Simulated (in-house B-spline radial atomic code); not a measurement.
Ionising the copper ion Cu⁶⁺ with different functionals

Computed with an all-electron radial atomic-structure program (B-spline basis): four-component Dirac-Coulomb Hamiltonian, Fermi nucleus of rms radius 3.8823 fm, spin-restricted, spherical fractional occupations for the functionals. The ionisation energy is the difference of two self-consistent energies, [Ar] 3d5 → [Ar] 3d4, without Breit or QED terms; ε is the level of the shell that loses the electron (mean over j). The electron is taken from both j subshells in proportion to 2j + 1, so the result is a j average, not the step between ground levels.

Hybrids are left out here: with spherical fractional occupations of an open shell their exact exchange keeps a self-interaction that integer-occupation calculations don't have.

```json
{"method": "LDA VWN5", "rung": "LDA", "ΔSCF (eV)": "136.34", "-ε(3d) (eV)": "122.22"}
{"method": "relativistic LDA", "rung": "LDA", "ΔSCF (eV)": "?", "-ε(3d) (eV)": "?"}
{"method": "LDA PW92", "rung": "LDA", "ΔSCF (eV)": "136.33", "-ε(3d) (eV)": "122.21"}
{"method": "LDA exchange-only", "rung": "LDA", "ΔSCF (eV)": "134.24", "-ε(3d) (eV)": "120.15"}
{"method": "PBE", "rung": "GGA", "ΔSCF (eV)": "136.04", "-ε(3d) (eV)": "121.91"}
{"method": "PBEsol", "rung": "GGA", "ΔSCF (eV)": "135.99", "-ε(3d) (eV)": "121.87"}
{"method": "BLYP", "rung": "GGA", "ΔSCF (eV)": "135.96", "-ε(3d) (eV)": "121.84"}
{"method": "RPBE", "rung": "GGA", "ΔSCF (eV)": "?", "-ε(3d) (eV)": "?"}
{"method": "PW91", "rung": "GGA", "ΔSCF (eV)": "136.20", "-ε(3d) (eV)": "122.07"}
{"method": "BP86", "rung": "GGA", "ΔSCF (eV)": "136.10", "-ε(3d) (eV)": "121.97"}
{"method": "AM05", "rung": "GGA", "ΔSCF (eV)": "136.03", "-ε(3d) (eV)": "121.90"}
{"method": "OLYP", "rung": "GGA", "ΔSCF (eV)": "136.62", "-ε(3d) (eV)": "122.46"}
```

Q: What does relativistic LDA give?

A: ΔSCF 136.37 eV, and -ε(3d) = 122.24 eV.

Q: What does RPBE give?

A: ΔSCF 135.96 eV, and -ε(3d) = 121.83 eV.

Q: How do they compare with the NIST value?

A: NIST lists 139 eV ± 1.2 (semi-empirical, ground level to ground level). Errors run from -4.76 to -2.38 eV. The correlated functionals all miss on the same side by more than they spread, so the cause is common to them (Breit-QED terms, spin polarisation, the choice among j levels, multiplet and fine-structure energies, or a listed next ion that isn't the cheapest removal here) and closeness doesn't rank the functionals.
